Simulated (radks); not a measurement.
Results of a calculation; reference values are marked as such.
Trend from Sc3+ to Zn3+: ionisation energy by Delta-SCF between NIST ground configurations, and size. Level of theory: scalar-relativistic Kohn-Sham, SCAN, spin-unpolarised, spherical densities, finite nucleus; meta-GGA in the generalised Kohn-Sham scheme; Fermi nuclear charge, rms radius of each element as measured or else 0.836 A^(1/3) + 0.57 fm (a radial shooting solver on a logarithmic mesh with Libxc functionals).

species,configuration,IE (eV),NIST (eV),kind,-e(HOMO) (eV),outermost,<r> outermost (bohr),r at 0.001 e/bohr^3 (bohr)
Sc3+,[Ar],74.705,73.489,exp.,65.443 (3p),3p,1.13,2.71
V3+,[Ar] 3d2,45.255,46.709,exp.,36.429 (3d),3d,1.18,2.79
Cr3+,[Ar] 3d3,47.901,49.16,semi-emp.,38.728 (3d),3d,1.11,2.78
Mn3+,[Ar] 3d4,50.443,51.2,semi-emp.,40.934 (3d),3d,1.04,2.76
Fe3+,[Ar] 3d5,52.903,54.91,exp.,43.063 (3d),3d,0.987,2.73
Co3+,[Ar] 3d6,55.289,51.3,semi-emp.,45.125 (3d),3d,0.938,2.70
Ni3+,[Ar] 3d7,57.617,54.9,semi-emp.,47.130 (3d),3d,0.893,2.66
Cu3+,[Ar] 3d8,59.886,57.38,semi-emp.,49.083 (3d),3d,0.853,2.63
Zn3+,[Ar] 3d9,62.105,59.57,exp.,50.990 (3d),3d,0.817,2.60

Reference values: NIST Atomic Spectra Database (exp. = measured, semi-emp. = semi-empirical, theory = theoretical value adopted there). Spin polarisation and multiplet splitting are left out, so open shells lie too high by an amount that depends on their filling.

Beside tabulated values, note that spin-unpolarised runs miss the spin-polarisation part of the exchange energy of open shells.
